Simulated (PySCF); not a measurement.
# Electron correlation in B (boron, neutral)

[He] 2s1 2p2, high-spin 4P determinant (an excited configuration). Calculation: PySCF 2.14, in aug-cc-pwCVTZ (7s6p4d2f, 59 functions); the non-relativistic Hamiltonian (point nucleus). Frozen: nothing; 5 electrons correlated.

| level | correlation energy (mhartree) |
| --- | --- |
| CCSD | -60.72 |
| (T) | -0.22 |
| CCSD(T) | -60.94 |

Diagnostics: T1 = 0.0031, D1 = 0.0058, largest double amplitude 0.037.

Q: Is a single reference adequate?

A: Yes: T1 lies below 0.03 and no double amplitude reaches 0.07.
